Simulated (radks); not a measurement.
Valence configurations of the zinc ion Zn3+ (all share [Ar]). Method: Dirac Kohn-Sham, LDA (Slater exchange, Perdew-Wang correlation), spin-unpolarised, spherical densities, finite nucleus; open shells are shared between the two j in proportion to 2j + 1; Fermi nuclear charge, rms radius 3.9283 fm; computed with a radial shooting solver on a logarithmic mesh with Libxc functionals. Energies are relative to 3d9; eigenvalues in eV.

valence          E (eV)  e(3d3/2)  e(3d5/2)  e(4p1/2)  e(4p3/2)  e(4s1/2)
3d9               0.000   -51.304   -50.907         -         -         -
3d8 4s1          17.946   -59.747   -59.321         -         -   -38.770
3d8 4p1          27.458   -61.114   -60.687   -30.269   -29.937         -
3d7.5 4s0.5 4p1  38.854   -65.577   -65.136   -31.371   -31.020   -40.960
3d7 4s2          41.775   -68.903   -68.447         -         -   -41.552
3d7.5 4p1.5      43.775   -66.237   -65.794   -31.709   -31.355         -
3d7 4s1 4p1      51.844   -70.217   -69.760   -32.445   -32.073   -42.304
3d7 4p2          61.990   -71.502   -71.043   -33.086   -32.708         -
3d6 4s2 4p1      82.991   -80.007   -79.518   -34.547   -34.133   -44.939
3d6 4s1 4p2      93.698   -81.237   -80.747   -35.147   -34.726   -45.614

NIST lists [Ar] 3d9 as the ground configuration; this level of theory agrees among the configurations tried. The energies are those of spherical spin-averaged densities, not of single terms.
